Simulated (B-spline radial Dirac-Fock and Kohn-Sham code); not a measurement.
Two-hole binding energies of Pd⁺

System: the Pd⁺ ion, [Kr] 4d9, inside a Watson sphere of charge -1 and radius 2.2 Å (a model of the Madelung potential; inside it an electron's potential energy is raised by 6.5 eV).

Model: Dirac-Fock energy differences between relaxed states, corrected for Breit and QED terms. Program: a radial atomic solver. U is the two-hole binding energy less the two single-hole energies, the effective repulsion of the holes after relaxation. Each two-hole energy is an average over J within one jj subconfiguration.

```
          holes  E(a) (eV)  E(b) (eV)  E(ab) (eV)  U (eV)
   1s⁻¹ 3p1/2⁻¹    24362.1      574.7     24992.7    55.9
   1s⁻¹ 3p3/2⁻¹    24362.1      546.6     24961.8    53.1
   1s⁻¹ 3d3/2⁻¹    24362.1      352.4     24762.8    48.3
           2s⁻²     3622.9     3622.9           ?       ?
   2s⁻¹ 2p3/2⁻¹     3622.9     3186.6      6912.3   102.8
2p1/2⁻¹ 2p3/2⁻¹     3343.8     3186.6      6657.5   127.1
        2p3/2⁻²     3186.6     3186.6      6500.7   127.4
   2p1/2⁻¹ 3s⁻¹     3343.8      685.2      4074.7    45.8
2p1/2⁻¹ 3p3/2⁻¹     3343.8      546.6      3937.6    47.2
   2p3/2⁻¹ 3s⁻¹     3186.6      685.2      3917.4    45.6
2p3/2⁻¹ 3d3/2⁻¹     3186.6      352.4      3588.8    49.7
        3p1/2⁻²      574.7      574.7      1188.1    38.7
3p1/2⁻¹ 3p3/2⁻¹      574.7      546.6      1156.2    34.9
        3p3/2⁻²      546.6      546.6      1128.7    35.5
```

Question: Give the missing two-hole energy and U.

Answer: E(ab) = 7359.2 eV and U = 113.4 eV.

Values without a named source are computed, but for edge energies of neutral atoms, which are taken from tables.
